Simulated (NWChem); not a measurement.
System: CH5FOSi2; SMILES O=C[Si@H](F)[SiH3]

```xyz
10

O      1.2817     2.0257    -0.1617
C      0.1895     1.7116     0.2813
Si    -0.6234     0.0813    -0.3792
F     -2.1001    -0.1459     0.3203
Si     0.8064    -1.7170     0.1315
H     -0.3300     2.3474     1.0690
H     -0.8207     0.2577    -1.8595
H      0.2511    -3.0044    -0.4119
H      0.9536    -1.8295     1.6239
H      2.1491    -1.4401    -0.4856
```
Atoms are numbered in this order, from 1.

Results from NWChem. Pople sets run with spherical d functions. Coordinates come from a PBE-D3(BJ)/def2-SVP optimisation. Atomic charges in e: unrestrained fits to the electrostatic potential beside Mulliken populations; buried atoms are poorly determined by the fit.

Task: Predict the results for Hartree-Fock/6-31G*. Quantities: ESP O1; Mulliken O1; ESP C2; Mulliken C2; ESP Si3; Mulliken Si3; ESP F4; Mulliken F4; ESP Si5; Mulliken Si5; relative RMS misfit of the potential (%).

Result: 
```json
{
 "ESP O1": "-0.49",
 "Mulliken O1": "-0.47",
 "ESP C2": "0.35",
 "Mulliken C2": "0.02",
 "ESP Si3": "0.58",
 "Mulliken Si3": "0.97",
 "ESP F4": "-0.36",
 "Mulliken F4": "-0.54",
 "ESP Si5": "0.31",
 "Mulliken Si5": "0.35",
 "relative RMS misfit of the potential (%)": "23"
}
```
